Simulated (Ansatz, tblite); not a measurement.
Cost and result up the ladder for Hg6Se6 (12 atoms). Charge 0, multiplicity 1. Geometry: PBE-D4/def2-SVP.

```
atom    x (Å)    y (Å)    z (Å)
 Se1   1.5394  -2.7965  -0.8802
 Hg2   2.4253  -0.5500  -0.0235
 Hg3  -0.3549  -0.5846  -2.3911
 Se4   1.5415   1.1080  -2.7131
 Se5   2.5444   1.5358   1.4600
 Hg6   0.3206   2.3264  -0.8183
 Hg7  -0.3205  -2.3264   0.8184
 Se8  -2.5445  -1.5357  -1.4601
 Se9  -1.5414  -1.1081   2.7132
Hg10   0.3549   0.5846   2.3911
Hg11  -2.4253   0.5500   0.0234
Se12  -1.5395   2.7964   0.8802
```

Ansatz on 2 threads of AMD EPYC 7R13 on a shared host and a share (18 GiB) of an NVIDIA H100 80GB HBM3; xTB runs through tblite on one thread. Times are rough, summed over both states, and most runs start from the orbitals of an earlier one. PBE0-D4/def2-TZVP serves as the yardstick here, not as an exact answer. The other state is a doublet.

In the def2 sets Hg takes a core potential; there is no spin–orbit coupling. The xTB rows come from tblite. Single mean-field runs in def2-TZVP are fitted with def2-universal-jkfit.

Run but left out: PBE-D4/def2-TZVP (charge +1 doublet: an occupied level 0.11 eV above an empty one).

Raw xTB energies of ions are shifted by several eV.

| level | functions | wall time | vertical IE (eV) | difference from PBE0-D4/def2-TZVP (eV) |
| --- | --- | --- | --- | --- |
| GFN1-xTB | 78 | 0.041 s | 13.08 | 5.29 |
| GFN2-xTB | 78 | 0.054 s | 13.89 | 6.10 |
| HF/def2-TZVP | 546 | 11 s | 7.22 | -0.56 |
| PBE0-D4/def2-TZVP (with forces) | 546 | 23 s | 7.79 | 0.00 |
